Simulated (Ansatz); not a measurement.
C3H10Si⁺, that is SiH2MeEt with one electron fewer. Charge 1, multiplicity 2. Geometry PBE-D4/def2-SVP, that of the neutral singlet; atoms count from 1.

```tsv
atom	x (Å)	y (Å)	z (Å)
Si1	0.045	0.915	0.067
H2	-1.066	1.479	0.921
H3	1.350	1.360	0.683
C4	-0.095	1.592	-1.694
H5	-1.057	1.293	-2.159
H6	0.727	1.207	-2.332
H7	-0.042	2.699	-1.702
C8	-0.046	-0.982	0.093
C9	0.084	-1.605	1.490
H10	0.749	-1.367	-0.582
H11	-1.009	-1.280	-0.379
H12	0.022	-2.713	1.457
H13	1.053	-1.345	1.964
H14	-0.717	-1.252	2.172
```

Estimate the Mulliken populations from the PBE0/def2-TZVP orbitals of Ansatz.


| atom | charge (e) | spin (α − β) |
| --- | --- | --- |
| Si1 | 0.24 | 0.18 |
| H2 | 0.08 | 0.02 |
| H3 | 0.08 | 0.02 |
| C4 | -0.45 | 0.12 |
| H5 | 0.19 | 0.00 |
| H6 | 0.19 | 0.00 |
| H7 | 0.22 | 0.03 |
| C8 | -0.23 | 0.43 |
| C9 | -0.37 | 0.05 |
| H10 | 0.21 | 0.02 |
| H11 | 0.22 | 0.02 |
| H12 | 0.24 | 0.11 |
| H13 | 0.20 | 0.01 |
| H14 | 0.20 | 0.01 |
Mulliken values and Mayer orders depend strongly on the basis.

Where does the spin sit?

Summed by element: Si 0.18, H 0.22, C 0.61, of 1 unpaired in all. Largest on single atoms: C8 0.43, Si1 0.18, C4 0.12.

And the Mayer bond orders between bonded heavy atoms (over 0.3)?

Si1–C4 1.00 (1.89 Å); Si1–C8 0.67 (1.90 Å); C8–C9 1.10 (1.53 Å).
